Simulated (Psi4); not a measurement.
dimethyl telluride (C₂H₆Te), singlet, geometry from GFN2-xTB (core potentials on Te); R2SCAN/def2-SVP (Psi4 1.11).

Psi4 was given this input:
```
memory 2 GB

molecule mol {
0 1
  C     1.514040   -0.618147    0.973610
  Te    0.016371    0.196487   -0.354009
  C    -1.602055   -0.438292    0.929332
  H     1.380117   -1.687451    1.076459
  H     2.488665   -0.418553    0.549943
  H     1.443433   -0.149270    1.946781
  H    -1.594990   -1.515734    1.034184
  H    -2.534860   -0.128604    0.478562
  H    -1.505569    0.020941    1.904878
}

set basis def2-svp
set reference rks
set scf_type pk
set puream true
set d_convergence 1e-8
set dft_radial_points 99
set dft_spherical_points 590

energy('r2scan')
print_variables()
```

The log (banner, timings and long lists left out):

```
   => Loading Basis Set <=

    Name: DEF2-SVP
    Role: ORBITAL
    Keyword: BASIS

    !!!  WARNING: ECP capability is in beta. Please check occupations closely.  !!!

         ---------------------------------------------------------
                                   SCF
               by Justin Turney, Rob Parrish, Andy Simmonett
                          and Daniel G. A. Smith
                              RKS Reference
         ---------------------------------------------------------

  ==> Geometry <==

    Molecular point group: c1
    Full point group: C1

    Geometry (in Angstrom), charge = 0, multiplicity = 1:

       Center              X                  Y                   Z               Mass
    ------------   -----------------  -----------------  -----------------  -----------------
         C            1.509383751692    -0.674029569249     1.074309207290    12.000000000000
         TE           0.011714751692     0.140604430751    -0.253309792710   129.906222748000
         C           -1.606711248308    -0.494174569249     1.030031207290    12.000000000000
         H            1.375460751692    -1.743333569249     1.177158207290     1.007825032230
         H            2.484008751692    -0.474435569249     0.650642207290     1.007825032230
         H            1.438776751692    -0.205152569249     2.047480207290     1.007825032230
         H           -1.599646248308    -1.571616569249     1.134883207290     1.007825032230
         H           -2.539516248308    -0.184486569249     0.579261207290     1.007825032230
         H           -1.510225248308    -0.034941569249     2.005577207290     1.007825032230

  Running in c1 symmetry.

  Rotational constants: A =      0.26638  B =      0.20249  C =      0.12021 [cm^-1]
  Rotational constants: A =   7985.80481  B =   6070.36456  C =   3603.81955 [MHz]
  Nuclear repulsion =  130.783443672924648

  Charge       = 0
  Multiplicity = 1
  Electrons    = 42
  Nalpha       = 21
  Nbeta        = 21

  ==> Algorithm <==

  SCF Algorithm Type is PK.
  DIIS enabled.
  MOM disabled.
  Fractional occupation disabled.
  Guess Type is SAD.
  Energy threshold   = 1.00e-06
  Density threshold  = 1.00e-08
  Integral threshold = 1.00e-12

  ==> Primary Basis <==

  Basis Set: DEF2-SVP
    Blend: DEF2-SVP
    Number of shells: 40
    Number of basis functions: 84
    Number of Cartesian functions: 88
    Spherical Harmonics?: true
    Max angular momentum: 2

  Core potential: DEF2-SVP
    Number of shells: 4
    Number of ECP primitives: 18
    Number of ECP core electrons: 28
    Max angular momentum: 3

  ==> DFT Potential <==

   => LibXC <=

    Version 7.1.2
    S. Lehtola, C. Steigemann, M. J. T. Oliveira, and M. A. L. Marques,  SoftwareX 7, 1–5 (2018) (10.1016/j.softx.2017.11.002)

   => Composite Functional: R2SCAN <=

    r2SCAN Meta-GGA XC Functional  (0.1021/acs.jpclett.0c02405)
    J. W. Furness, A. D. Kaplan, J. Ning, J. P. Perdew, J. Sun  J. Phys. Chem. Lett.  11, 8208–8215, 2020

    Deriv               =              1
    GGA                 =           TRUE
    Meta                =           TRUE

    Exchange Hybrid     =          FALSE
    MP2 Hybrid          =          FALSE

   => Exchange Functionals <=

    1.0000   XC_MGGA_X_R2SCAN

   => Correlation Functionals <=

    1.0000   XC_MGGA_C_R2SCAN

   => LibXC Density Thresholds  <==

    XC_MGGA_C_R2SCAN:  1.00E-15
    XC_MGGA_X_R2SCAN:  1.00E-11

   => Molecular Quadrature <=

    Radial Scheme          =       TREUTLER
    Pruning Scheme         =           NONE
    Nuclear Scheme         =       TREUTLER

    Blocking Scheme        =         OCTREE
    BS radius alpha        =              1
    Pruning alpha          =              1
    Radial Points          =             99
    Spherical Points       =            590
    Total Points           =         495239
    Total Blocks           =           3514
    Max Points             =            256
    Max Functions          =             83
    Weights Tolerance      =       1.00E-15

  ==> Integral Setup <==

  Using in-core PK algorithm.
   Calculation information:
      Number of atoms:                   9
      Number of AO shells:              40
      Number of primitives:             77
      Number of atomic orbitals:        88
      Number of basis functions:        84

      Integral cutoff                 1.00e-12
      Number of threads:                 1

  Performing in-core PK
  Using 12748470 doubles for integral storage.
  We computed 324892 shell quartets total.
  Whereas there are 336610 unique shell quartets.

  ==> DiskJK: Disk-Based J/K Matrices <==

    J tasked:                  Yes
    K tasked:                   No
    wK tasked:                  No
    Schwarz Cutoff:          1E-12

  Minimum eigenvalue in the overlap matrix is 9.7557619782E-03.
  Reciprocal condition number of the overlap matrix is 1.8454196974E-03.
    Using symmetric orthogonalization.

  ==> Pre-Iterations <==

  SCF Guess: Superposition of Atomic Densities via on-the-fly atomic UHF (no occupation information).

   -------------------------
    Irrep   Nso     Nmo
   -------------------------
     A         84      84
   -------------------------
    Total      84      84
   -------------------------

  ==> Iterations <==

                        Total Energy        Delta E     RMS |[F,P]|

   @RKS iter SAD:  -345.33104917238643   -3.45331e+02   0.00000e+00
   @RKS iter   1:  -347.36663006311647   -2.03558e+00   1.06769e-02 DIIS/ADIIS
   @RKS iter   2:  -346.93825661385063    4.28373e-01   1.38270e-02 DIIS/ADIIS
   @RKS iter   3:  -347.79120741894826   -8.52951e-01   2.18293e-03 DIIS/ADIIS
   @RKS iter   4:  -347.81341496510197   -2.22075e-02   5.65269e-04 DIIS/ADIIS
   @RKS iter   5:  -347.81487739941048   -1.46243e-03   1.16028e-04 DIIS/ADIIS
   @RKS iter   6:  -347.81493535960101   -5.79602e-05   1.98912e-05 DIIS
   @RKS iter   7:  -347.81493698166003   -1.62206e-06   5.21260e-06 DIIS
   @RKS iter   8:  -347.81493705174296   -7.00829e-08   3.39477e-06 DIIS
   @RKS iter   9:  -347.81493710218098   -5.04380e-08   4.87584e-07 DIIS
   @RKS iter  10:  -347.81493710323241   -1.05143e-09   3.66227e-08 DIIS
   @RKS iter  11:  -347.81493710323900   -6.59384e-12   4.60983e-09 DIIS
  Energy and wave function converged.

  ==> Post-Iterations <==

   Electrons on quadrature grid:
      Ntotal   =   42.0000010567 ; deviation = 1.057e-06

    Orbital Energies [Eh]
    ---------------------

    Doubly Occupied:

       1A    -10.062767     2A    -10.062732     3A     -6.188722
       4A     -4.323682     5A     -4.319505     6A     -4.306339
       7A     -1.525539     8A     -1.524664     9A     -1.513568
      10A     -1.510165    11A     -1.507801    12A     -0.693491
      13A     -0.654720    14A     -0.532376    15A     -0.395293
      16A     -0.391504    17A     -0.381456    18A     -0.376048
      19A     -0.304618    20A     -0.273501    21A     -0.175026

    Virtual:

      22A     -0.033914    23A      0.012936    24A      0.073647
      25A      0.121445    26A      0.122002    27A      0.127630
      28A      0.154671    29A      0.155933    30A      0.273259
      31A      0.286124    32A      0.320060    33A      0.322697
      34A      0.348855    35A      0.351872    36A      0.376836
      37A      0.484716    38A      0.485371    39A      0.530294
      40A      0.559414    41A      0.561197    42A      0.561641
      43A      0.613643    44A      0.661908    45A      0.682473
      46A      0.694317    47A      0.695619    48A      0.712693
      49A      0.732412    50A      0.753225    51A      0.873326
      52A      0.982221    53A      1.173635    54A      1.173869
      55A      1.223492    56A      1.243077    57A      1.530827
      58A      1.531560    59A      1.734158    60A      1.751281
      61A      1.752159    62A      1.755730    63A      1.798275
      64A      1.829039    65A      1.958888    66A      1.973053
      67A      1.976060    68A      1.994126    69A      2.225000
      70A      2.245605    71A      2.462352    72A      2.463996
      73A      2.474416    74A      2.499472    75A      2.746576
      76A      2.772553    77A      2.967500    78A      2.982127
      79A      2.983235    80A      3.004232    81A     18.659696
      82A     18.940018    83A     19.052261    84A     52.522668

    Final Occupation by Irrep:
              A
    DOCC [    21 ]
    NA   [    21 ]
    NB   [    21 ]

  @RKS Final Energy:  -347.81493710323900

   => Energetics <=

    Nuclear Repulsion Energy =            130.7834436729246477
    One-Electron Energy =                -833.5465327087417791
    Two-Electron Energy =                 388.8421369032366783
    DFT Exchange-Correlation Energy =     -33.8939849706586145
    Empirical Dispersion Energy =           0.0000000000000000
    VV10 Nonlocal Energy =                  0.0000000000000000
    Total Energy =                       -347.8149371032390036

Computation Completed

Properties will be evaluated at   0.000000,   0.000000,   0.000000 [a0]

Properties computed using the SCF density matrix

 Multipole Moments:

 ------------------------------------------------------------------------------------
     Multipole            Electronic (a.u.)      Nuclear  (a.u.)        Total (a.u.)
 ------------------------------------------------------------------------------------

 L = 1.  Multiply by 2.5417464519 to convert [e a0] to [Debye]
 Dipole X            :          1.2156458           -1.2357910           -0.0201452
 Dipole Y            :         14.5900953          -14.8318649           -0.2417696
 Dipole Z            :        -26.2881211           26.7237693            0.4356482
 Magnitude           :                                                    0.4986459

 ------------------------------------------------------------------------------------

  Variable Map:
  ----------------------------------------------------------------------------
  "CURRENT ENERGY"              =>    -347.814937103239
  "CURRENT REFERENCE ENERGY"    =>    -347.814937103239
  "DD SOLVATION ENERGY"         =>       0.000000000000
  "DFT FUNCTIONAL TOTAL ENERGY" =>    -347.814937103239
  "DFT TOTAL ENERGY"            =>    -347.814937103239
  "DFT VV10 ENERGY"             =>       0.000000000000
  "DFT XC ENERGY"               =>     -33.893984970659
  "GRID ELECTRONS ALPHA"        =>      21.000000528372
  "GRID ELECTRONS BETA"         =>      21.000000528372
  "GRID ELECTRONS TOTAL"        =>      42.000001056745
  "NUCLEAR REPULSION ENERGY"    =>     130.783443672925
  "ONE-ELECTRON ENERGY"         =>    -833.546532708742
  "PCM POLARIZATION ENERGY"     =>       0.000000000000
  "PE ENERGY"                   =>       0.000000000000
  "SCF ITERATION ENERGY"        =>    -347.814937103239
  "SCF ITERATIONS"              =>      11.000000000000
  "SCF TOTAL ENERGY"            =>    -347.814937103239
  "TWO-ELECTRON ENERGY"         =>     388.842136903237
  "XC GRID RADIAL POINTS"       =>      99.000000000000
  "XC GRID SPHERICAL POINTS"    =>     590.000000000000
  "XC GRID TOTAL POINTS"        =>  495239.000000000000

  Array Variable Map:
  ----------------------------------------------------------------------------
  "CURRENT DIPOLE"              =>      -0.020145174934 ... 0.435648173058 1 by 3
  "SCF DIPOLE"                  =>      -0.020145174934 ... 0.435648173058 1 by 3
  "SCF TOTAL ENERGIES"          =>    -345.331049172386 ... -347.814937103239 1 by 12
```
